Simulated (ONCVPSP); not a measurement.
# What one change does to a pseudopotential (Pb (Z = 82), ONCV)

lead (Pb), optimised norm-conserving Vanderbilt (ONCV), made with ONCVPSP 4.0.1 (LDA (Perdew-Wang 92), scalar-relativistic). Core [Xe] 4f14 5d10, reference 6s2 6p1 (charge +1). Waves: 6s: rc 1.75 bohr, ncon 5, nbas 9, qcut 2.9 1/bohr, 2 projectors, debl 1.4 Ha; 6p: rc 2.15 bohr, ncon 5, nbas 10, qcut 3.4 1/bohr, 2 projectors, debl 2.6 Ha. Local part: polynomial inside 1.10 bohr (lpopt 5, dvloc0 0 Ha). Core correction: none.

All-electron outer shells of the reference configuration (LDA (PZ), scalar-relativistic, ld1.x):

| shell | level (eV) | outermost node (bohr) | outermost maximum (bohr) |
| --- | --- | --- | --- |
| 5p | -93.73 | 0.49 | 0.88 |
| 5d | -29.03 | 0.52 | 1.07 |
| 6s | -19.59 | 1.01 | 1.95 |
| 6p | -10.15 | 1.18 | 2.50 |

Change: functional PBE.

Cutoffs: the cutoffs (Ha) at which the residual kinetic energy of the hardest occupied pseudo-wave falls to 1 and 0.1 mHa per electron; they do not see the model core or the augmentation charge, which bear on the density cutoff. Errors are all-electron minus pseudo energies relative to the spin-unpolarised reference configuration.

Task: What does the change do?

Result: The potential gets neither clearly harder nor softer (62 Ha and 75 Ha → 62 Ha and 75 Ha); both files keep a bound ghost (p, s); of the 4 tests that both files solve, the error grows in 3 and shrinks in 1 by more than 15 % and 0.3 meV (median size 27.3 → 45.4 meV).

| quantity | base | changed |
| --- | --- | --- |
| cutoff, loose | 62 Ha | 62 Ha |
| cutoff, tight | 75 Ha | 75 Ha |
| loose cutoff by channel | s 62 Ha, p 5.3 Ha | s 62 Ha, p 5.3 Ha |
| bound ghosts | s, p | s, p |
| GHOST(+) flags under 300 eV | s at 188.9 eV | s at 189.5 eV |
| error for 6s2 6p2, meV [ΔE -6.83 → -6.58 eV] | +16 | +25 |
| error for 6s2 6p0, meV [ΔE 13.76 → 13.44 eV] | +31 | +52 |
| error for 6s1 6p0, meV [ΔE 46.63 → 45.86 eV] | +232 | +183 |
| error for 6s1 6p2, meV [ΔE 9.60 → 9.53 eV] | +24 | +39 |
| s: phases at 1.77 bohr within 0.05 rad from the reference energy up to (Ha; the scan ends near 5) | to the end of the scan | to the end of the scan |
| p: phases at 2.19 bohr within 0.05 rad from the reference energy up to (Ha; the scan ends near 5) | 3.7 | 3.7 |

 A true bound ghost makes a file unfit for plane-wave use even where its test errors are small: the radial tests pick states by their node count and pass the ghost by.
